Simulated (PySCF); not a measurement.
# Dipole response of S⁺ (sulfur, charge +1)

[Ne] 3s2 3p3, high-spin 4S determinant. Computed with PySCF 2.14 in aug-cc-pwCVDZ (6s5p3d, 36 functions), with the non-relativistic Hamiltonian (point nucleus). Coupled (time-dependent) response in atomic units; α is the mean over directions. A double-zeta set is small for polarisabilities.

```
   method  mean α (bohr³)  C₆ (like pair)  S(−4)
      UHF           11.05           55.54  34.15
      PBE           11.08           55.79  32.88
     PBE0           10.99           55.20  32.29
    B97-3           11.16           56.34  33.51
CAM-B3LYP           10.93           54.70  31.85
```

S(−4) is the Cauchy moment in α(ω) = α(0) + S(−4) ω² + …

α(iu) at UHF:

| u (hartree) | α(iu) (bohr³) |
| --- | --- |
| 0 | 11.05 |
| 0.0500 | 10.97 |
| 0.100 | 10.72 |
| 0.200 | 9.874 |
| 0.300 | 8.760 |
| 0.500 | 6.509 |
| 0.750 | 4.389 |
| 1.00 | 3.043 |
| 1.50 | 1.656 |
| 2.00 | 1.034 |
| 3.00 | 0.5264 |
| 5.00 | 0.2323 |

A single London oscillator, α(iu) = α/(1 + u²/ω²), gives C₆ = (3/4) ω α². Matching the computed C₆ needs ω = 4 × 55.54 / (3 × 11.05²) = 0.606 hartree.

For an ion, C₆ is the dispersion term alone; charge-induced terms of lower order in 1/R come first.
